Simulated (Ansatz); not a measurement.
The first iterations of a band of Cl4H4NOTa (11 atoms, charge 0, multiplicity 1).

The calculation used RHF/def2-SVP in Ansatz 0.2.0.

```yaml
movable_images: 5
climbing_image: yes
spring: 5.0 eV/Å²
optimiser: fire
start_path: through a guess of the saddle point
force_threshold: 0.05 eV/Å
iteration_limit: 60
end_points: relaxed
largest_step: 0.02 Å
```

Image 0:

```xyz
11
Properties=species:S:1:pos:R:3
Ta -0.010 -0.065 -0.193
Cl 2.240 0.747 -0.065
O 0.182 -0.734 1.529
H 0.454 -0.958 2.403
Cl 0.071 0.378 -2.545
Cl -1.117 1.887 0.366
Cl -1.909 -1.451 -0.561
N 1.091 -2.045 -0.856
H 0.751 -2.849 -0.352
H 0.938 -2.213 -1.839
H 2.086 -1.975 -0.711
```

Image 6:

```xyz
11
Properties=species:S:1:pos:R:3
Ta -0.424 -0.805 -0.726
Cl 2.858 0.634 2.408
O 0.421 -1.135 0.894
H 0.998 -1.001 1.632
Cl -1.283 -0.338 -2.901
Cl 0.725 1.277 -0.827
Cl -2.569 -1.059 0.155
N 0.379 -2.402 -1.476
H 0.958 -3.024 -0.941
H 0.262 -2.705 -2.426
H 2.452 1.281 1.385
```

| iteration | highest image above the first end (eV) | largest band force component (eV/Å) |
| --- | --- | --- |
| 1 | 8.261 | 31.967 |
| 2 | 7.423 | 22.853 |
| 3 | 7.286 | 15.949 |
| 4 | 7.096 | 10.752 |
| 5 | 6.825 | 7.057 |
| 6 | 6.425 | 6.606 |
| 7 | 6.020 | 6.178 |
| 8 | 5.630 | 5.777 |
| 9 | 5.254 | 5.387 |
| 10 | 4.892 | 4.991 |
| 11 | 4.543 | 4.575 |
| 12 | 4.377 | 4.087 |
| 13 | 4.268 | 3.542 |
| 14 | 4.167 | 3.215 |
| 15 | 4.074 | 3.145 |
| 16 | 3.988 | 3.073 |
| 17 | 3.907 | 3.002 |
| 18 | 3.830 | 2.932 |
| 19 | 3.758 | 2.862 |
| 20 | 3.687 | 2.793 |

Problem. Does the band converge within its limit, and where does its top end?

Solution. The run ended unconverged. It ended after 60 iterations with the highest image 2.493 eV above the first end. The band didn't meet its force threshold, so its energies are provisional: the largest band force was still 1.04 eV/Å, and over the last iterations the top moved between 2.49 and 2.59 eV. Neighbouring images lie up to 1.8 Å apart, so the band is torn or far too coarse. The orbitals stay closed-shell, which can raise the energy where a bond breaks towards radicals; this wasn't checked here.

The run took 13 min on 4 threads of Arm Neoverse V1, with other jobs on the host, peak memory 0.52 GiB.
